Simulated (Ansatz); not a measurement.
Level of theory: Ansatz (a first-principles code) with frozen-core CCSD(T)/cc-pVTZ // B3LYP-D3(BJ)/def2-TZVP.

Ansatz 0.2 input:
```yaml
crystal:
  periodic: [false, false, false]
  atoms:
    - { symbol: Si, position_ang: [-2.126316, -0.231053, 0.071375] }
    - { symbol: Si, position_ang: [-0.28884, 1.224859, 0.068011] }
    - { symbol: Si, position_ang: [1.688618, -0.017559, 0.246265] }
    - { symbol: S, position_ang: [1.510137, -1.569919, -1.24114] }
    - { symbol: H, position_ang: [-3.400545, 0.527644, 0.050686] }
    - { symbol: H, position_ang: [-2.068788, -1.108461, -1.120792] }
    - { symbol: H, position_ang: [-2.089609, -1.072116, 1.291595] }
    - { symbol: H, position_ang: [-0.265684, 2.017919, -1.186684] }
    - { symbol: H, position_ang: [-0.369602, 2.16448, 1.215861] }
    - { symbol: H, position_ang: [2.899271, 0.804028, 0.002957] }
    - { symbol: H, position_ang: [1.803855, -0.606837, 1.602819] }
    - { symbol: H, position_ang: [2.707502, -2.132984, -1.000954] }
basis:
  gaussian: { orbitals: cc-pVTZ }
correlation:
  method: ccsd_t
```

Output:

```
Functional definition: HF
1404 factors; integrals over basis functions are off by at most 1.2e-3 eV
mean field evaluation 1: about -34530.6328 eV, gradient 1.9e1 eV
mean field evaluation 2: about -34530.9314 eV, gradient 1.9e1 eV
mean field evaluation 4: about -34533.0360 eV, gradient 2.5e0 eV
mean field evaluation 8: about -34533.0659 eV, gradient 1.1e-1 eV
mean field evaluation 16: about -34532.4060 eV, gradient 6.1e0 eV
mean field -34533.06598699 eV, -1269.0667676690 hartree, gradient 5.1e-6 eV, S^2 0.000000; 0 other end points of the search recorded, 0 dependent functions left out
20 core orbitals not correlated
reference -34533.06598699 eV, -1269.0667676690 hartree; 13, 13 occupied and 215, 215 virtual orbitals, 1404 factors
second order -15.18863346 eV of doubles, -0.00000000 eV of singles
cycle   1  -16.73429135 eV  change    -1.5e0 eV  update   1.0e-1
cycle   2  -17.31879209 eV  change   -5.8e-1 eV  update   3.2e-2
cycle   3  -17.36893875 eV  change   -5.0e-2 eV  update   1.1e-2
cycle   4  -17.36256888 eV  change    6.4e-3 eV  update   3.4e-3
cycle   5  -17.36081277 eV  change    1.8e-3 eV  update   1.0e-3
cycle   6  -17.36055810 eV  change    2.5e-4 eV  update   3.2e-4
cycle   7  -17.36057390 eV  change   -1.6e-5 eV  update   8.3e-5
cycle   8  -17.36060517 eV  change   -3.1e-5 eV  update   3.0e-5
perturbative correction -0.68064091 eV, -0.0250130922 hartree
Total energy: -34551.10723307 eV, -1269.7297712337 hartree
```

Cost: very roughly 6 core-minutes.
